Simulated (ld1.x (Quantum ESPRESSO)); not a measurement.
# Se (Z = 34), TM: configuration errors across variants

| Item | Value |
| --- | --- |
| Element | Se (Z = 34) |
| Generator | ld1.x (Quantum ESPRESSO) 7.5 |
| Type | norm-conserving Troullier–Martins (Kleinman–Bylander form) |
| Functional | LDA (PZ) |
| Relativity | scalar-relativistic |
| Frozen core | [Ar] 3d10 |
| Valence charge | 6 |
| Reference configuration | 4s2 4p4 |
| Partial waves | 4s (bound): rc 1.50 bohr; 4d channel at -0.1 Ry: rc 1.60 bohr; 4p (bound): rc 1.30 bohr |
| Local potential | the p channel |
| Core correction | none |

All-electron excitation energies from the reference (eV): (1) 4s2 4p3 11.009; (2) 4s2 4p2 31.567; (3) 4s2 4p1 62.723; (4) 4s1 4p4 22.594; (5) 4s2 4p3.5 4.387; (6) 4s2 4p4.3 -1.637; (7) 4s2 4p0 105.295; (8) 4s2 4p4 spin -0.593; (9) 4s2 4p3 spin 9.371.

Spin tests fill each open shell by Hund’s rule, majority spin first.

3 further variants failed, have other tests or another functional or relativity, and are left out.

A true bound ghost makes a file unfit for plane-wave use even where its test errors are small: the radial tests pick states by their node count and pass the ghost by.

Errors AE − PS in meV (a dash: test not solved or not reliable):

| change | (1) | (2) | (3) | (4) | (5) | (6) | (7) | (8) | (9) | bound ghosts |
| --- | --- | --- | --- | --- | --- | --- | --- | --- | --- | --- |
| base | +2.9 | +20 | +67 | +20 | +0.3 | +0.5 | +176 | +80 | +255 | s, d |
| core correction a·sin(br)/r model core inside 0.84 bohr | -0.9 | -8.6 | -49 | -3.1 | -0.3 | +0.3 | -184 | -1.3 | -9.2 | s, d |
| all radii scaled by about 0.72 (s 1.08, p 0.94, d 1.16 bohr) | +45 | +256 | +758 | +154 | +9.0 | +2.3 | +310 | +66 | +933 | s, d |
| wave 4d channel at -0.1 Ry: rc 1.60 bohr becomes 4d channel at -0.1 Ry: rc 1.76 bohr | +2.9 | +20 | +67 | +20 | +0.3 | +0.5 | +176 | +80 | +255 | s, d |
| local potential the s channel | -0.2 | +8.0 | +51 | +7.8 | -0.3 | +0.3 | +193 | +80 | +252 | p, d |
| wave 4p (bound): rc 1.30 bohr becomes 4p (bound): rc 1.44 bohr | +1.8 | +16 | +60 | +14 | +0.1 | +0.4 | +173 | +81 | +257 | d |
| wave 4d channel at -0.1 Ry: rc 1.60 bohr becomes 4d channel at 0.01 Ry: rc 1.60 bohr | +2.9 | +20 | +67 | +20 | +0.3 | +0.5 | +176 | +80 | +255 | s, d |
| wave 4p (bound): rc 1.30 bohr becomes 4p (bound): rc 1.32 bohr | +2.9 | +20 | +67 | +20 | +0.3 | +0.5 | +176 | +80 | +255 | s, d |

(1) Give the same row for: wave 4s (bound): rc 1.50 bohr becomes 4s (bound): rc 2.20 bohr.

## Answers

(1) +5.1, +36, +124, -7.6, +0.7, +0.5, +322, +82, +264; bound ghosts: d.
